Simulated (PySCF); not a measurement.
**Atomic charges by several schemes**

Compound: C₃H₁₄FNSi₃.
Numbering: `[NH2:1][CH2:2][CH2:3][SiH2:4][Si@@H:5]([F:6])[CH2:7][SiH3:8]` (hydrogens: H9, H10 on N1; H11, H12 on C2; H13, H14 on C3; H15, H16 on Si4; H17 on Si5; H18, H19 on C7; H20, H21, H22 on Si8)

Geometry (GFN2-xTB, Å), atoms numbered from 1 in this order:
```xyz
22
C3H14FNSi3 angstrom
N     -3.5731    0.4735    0.9962
C     -3.1336   -0.7106    0.2776
C     -1.9071   -0.3350   -0.5352
Si    -0.7903    0.7759    0.5420
Si     1.3035    0.8578   -0.4383
F      2.0309    2.1832    0.1594
C      2.4723   -0.5771    0.0062
Si     4.2488   -0.4386   -0.6597
H     -3.9099    1.1713    0.3416
H     -4.3293    0.2560    1.6361
H     -2.8561   -1.4581    1.0257
H     -3.9197   -1.1514   -0.3605
H     -1.3965   -1.2373   -0.8712
H     -2.2141    0.2046   -1.4325
H     -1.3699    2.1208    0.6433
H     -0.7505    0.2035    1.8962
H      1.4057    1.1183   -1.8789
H      2.5180   -0.6597    1.0934
H      2.0378   -1.5133   -0.3457
H      5.0317   -1.5779   -0.1637
H      4.8731    0.8030   -0.2091
H      4.2178   -0.4894   -2.1245
```

Density: PBE0/pcSseg-1 (PySCF); schemes: Mulliken, IAO, Hirshfeld and ESP-fitted. The structure is a single GFN2-xTB conformer in the gas phase; no vibrational or solvent corrections.

Problem. What partial charge does each atom carry?

Solution. In e:

```csv
atom,environment,Mulliken,IAO,Hirshfeld,ESP-fitted
N1,primary amine nitrogen,-0.460,-0.565,-0.207,-0.815
C2,sp3 carbon bound to nitrogen,-0.069,-0.134,-0.025,+0.359
C3,sp3 carbon bound to silicon,-0.561,-0.535,-0.162,-0.351
Si4,SiH2 silicon,+0.323,+0.440,+0.230,+0.111
Si5,fluorine-bound silicon,+0.828,+0.918,+0.340,+0.618
F6,silicon-bound fluorine,-0.440,-0.553,-0.218,-0.341
C7,sp3 carbon bound to silicon,-0.886,-0.838,-0.253,-0.443
Si8,SiH3 silicon,+0.499,+0.610,+0.314,+0.441
H9,N–H hydrogen,+0.176,+0.242,+0.112,+0.334
H10,N–H hydrogen,+0.176,+0.248,+0.116,+0.309
H11,methylene hydrogen,+0.123,+0.137,+0.041,+0.022
H12,methylene hydrogen,+0.114,+0.113,+0.028,-0.059
H13,methylene hydrogen,+0.142,+0.143,+0.038,+0.069
H14,methylene hydrogen,+0.142,+0.141,+0.036,+0.113
H15,Si–H hydrogen,-0.041,-0.095,-0.077,-0.056
H16,Si–H hydrogen,-0.054,-0.100,-0.075,-0.050
H17,Si–H hydrogen,-0.116,-0.141,-0.086,-0.147
H18,methylene hydrogen,+0.174,+0.164,+0.043,+0.115
H19,methylene hydrogen,+0.165,+0.160,+0.040,+0.110
H20,Si–H hydrogen,-0.087,-0.120,-0.082,-0.127
H21,Si–H hydrogen,-0.064,-0.112,-0.073,-0.094
H22,Si–H hydrogen,-0.084,-0.123,-0.080,-0.119
```

Mean size of the charges over all atoms: IAO 0.301 e, Mulliken 0.260 e, ESP-fitted 0.237 e, Hirshfeld 0.122 e. Each set sums to the total charge, 0, to within 0.001 e. The ESP scheme is a least-squares fit of atom-centred charges to the potential on four shells outside the van der Waals surface, with the total charge fixed. The Mulliken scheme counts on each atom the diagonal of the density matrix times the overlap matrix over that atom's basis functions.

Lowest charge. The schemes don't all agree: Mulliken C7 (-0.886); IAO C7 (-0.838); Hirshfeld C7 (-0.253); ESP-fitted N1 (-0.815).

Highest charge. All schemes agree: Mulliken Si5 (+0.828); IAO Si5 (+0.918); Hirshfeld Si5 (+0.340); ESP-fitted Si5 (+0.618).

Problem. How many electrons does the ESP-fitted scheme count on N1?

Solution. Z − q = 7 − (-0.815) = 7.815.

Problem. How closely do the schemes follow one another over all atoms?

Solution. Correlation coefficient and root-mean-square difference: Mulliken with IAO 0.99, 0.062 e; IAO with Hirshfeld 0.97, 0.244 e; Mulliken with Hirshfeld 0.94, 0.217 e; IAO with ESP-fitted 0.87, 0.195 e; Hirshfeld with ESP-fitted 0.87, 0.195 e; Mulliken with ESP-fitted 0.85, 0.185 e.

These values come from a run that also computed NMR shieldings. On one thread of an Arm Neoverse V1, no GPU (shared host), this took 51 s and 0.96 GiB of memory at its peak.
